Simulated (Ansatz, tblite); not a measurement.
Removing an electron: cyclo-(Me2SiS)3 (C₆H₁₈S₃Si₃). The state is a singlet with charge 0. Geometry: PBE-D4/def2-SVP. Ansatz, gas phase; energy differences of separate SCF runs; the oxidised species was run as a doublet alone.

Cartesian coordinates in Å:
```
Si -0.834 -0.195 1.861
C -2.500 0.494 1.319
C -0.920 -0.949 3.581
S 0.623 1.416 1.985
Si 1.404 1.490 -0.044
C 2.845 0.292 -0.216
C 1.942 3.270 -0.326
S -0.150 1.128 -1.530
Si -0.451 -1.025 -1.438
C -2.211 -1.312 -2.043
C 0.777 -1.946 -2.527
S -0.153 -1.813 0.568
H -2.843 1.239 2.066
H -3.256 -0.315 1.246
H -2.408 1.003 0.340
H -1.690 -1.747 3.616
H 0.057 -1.386 3.868
H -1.185 -0.169 4.324
H 2.523 -0.738 0.035
H 3.252 0.311 -1.248
H 3.646 0.587 0.492
H 1.076 3.957 -0.267
H 2.678 3.570 0.448
H 2.415 3.377 -1.324
H -2.950 -0.821 -1.382
H -2.428 -2.400 -2.066
H -2.334 -0.906 -3.069
H 0.594 -3.039 -2.471
H 1.820 -1.750 -2.213
H 0.661 -1.623 -3.582
```

The xTB rows come from tblite. Correlated methods freeze 36 core orbitals. Single mean-field runs in def2-TZVP are fitted with def2-universal-jkfit.

| level | −HOMO (eV) | vertical IE (eV) | −LUMO (eV) | HOMO–LUMO gap (eV) |
| --- | --- | --- | --- | --- |
| GFN1-xTB | 10.47 | 12.64 | 4.40 | 6.07 |
| PBE0-D4/def2-TZVP | 6.85 | 8.35 | -0.17 | 7.02 |
| PBE-QIDH/def2-TZVP | – | 8.79 | – | – |

(1) Estimate the rows for GFN2-xTB, PBE-D4/def2-TZVP.

Results:

(1) 
```json
{"level": "GFN2-xTB", "−HOMO (eV)": "10.11", "vertical IE (eV)": "12.26", "−LUMO (eV)": "5.62", "HOMO–LUMO gap (eV)": "4.49"}
{"level": "PBE-D4/def2-TZVP", "−HOMO (eV)": "5.68", "vertical IE (eV)": "7.89", "−LUMO (eV)": "0.72", "HOMO–LUMO gap (eV)": "4.96"}
```

 Raw xTB energy differences between charge states are shifted by several eV; the methods need an empirical correction for them.
